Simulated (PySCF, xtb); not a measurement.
CuF, SMILES [F][Cu], multiplicity 1.

GFN2-xTB (xtb) at its own geometry gives an orbital gap of 4.87 eV and a dipole moment of 5.76 D.

Geometry optimised at PBE0-D3(BJ)/def2-TZVPD. The multiplicity is an assumed one; other spin states were not compared.

Question: What does B3LYP/def2-TZVPD (PySCF) give? (An estimate is asked for; the answer gives what the named calculation found.)

Answer: gap 3.86 eV (levels -7.38 and -3.52 eV), dipole 5.16 D.
